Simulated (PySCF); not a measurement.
Calculated properties of `C#CCC/C=C\C(=O)O`

Compound: C7H8O2.
SMILES with atom numbers: `[CH:1]#[C:2][CH2:3][CH2:4]/[CH:5]=[CH:6]\[C:7](=[O:8])[OH:9]` (hydrogens: H10 on C1; H11, H12 on C3; H13, H14 on C4; H15 on C5; H16 on C6; H17 on O9)

Structural features include: carboxylic acid, alkyne and C=C double bond.

**GFN2-xTB geometry**

```yaml
Point_group_of_the_GFN2-xTB_geometry: C1
Rotational_constants_A_B_C_of_the_GFN2-xTB_geometry: 4.161, 0.768, 0.715 GHz
```

CAM-B3LYP/def2-SVPD ground state and vertical TDDFT (core frozen in the response) (PySCF):

```yaml
Dipole_moment: 1.00 D
HOMO_energy: -9.13 eV
LUMO_energy: -0.41 eV
HOMO–LUMO_gap: 8.72 eV
Lowest_singlet_excitation: 4.99 eV (249 nm, f = 0.001)
Strongest_line_among_the_8_lowest_singlet_transitions: S2 at 6.01 eV (206 nm, f = 0.307)
Lowest_triplet_excitation_Tamm–Dancoff: 3.79 eV
Static_isotropic_polarisability: 89.0 au
Electronic_spatial_extent_⟨r²⟩_about_the_centre_of_nuclear_charge: 1564 bohr²
```

Monoisotopic mass from the formula: 124.0524 u.

S1 lies 3.73 eV below the HOMO–LUMO gap. No computed singlet falls in the visible range (750 to 380 nm, 1.65 to 3.26 eV); S1 lies 1.73 eV above its blue end. The 8 singlets span 4.99 to 7.36 eV, and their oscillator strengths add up to 0.47. The largest Löwdin shares of the HOMO are 0.26 on C1, 0.23 on C2, 0.12 on C6 and 0.09 on C5. The vertical singlet–triplet gap S1 − T1 is 1.20 eV (TDDFT singlet less Tamm–Dancoff triplet). The rotational constants make it an asymmetric top with κ = (2B − A − C)/(A − C) = -0.97, nearer the prolate limit (−1).

Isolated species at its GFN2-xTB geometry (one conformer only).

For the TDDFT job (CAM-B3LYP/def2-SVPD), the run took 66 s of wall time on an Arm Neoverse V1 with one thread, shared host.

The values belong to the conformer `[CH:1]#[C:2][CH2:3][CH2:4]/[CH:5]=[CH:6]\[C:7](=[O:8])[OH:9]`: C2–C3–C4–C5 62°, C3–C4–C5–C6 96°, C5–C6–C7–O8 -6°, H–O9–C7–C6 180°.
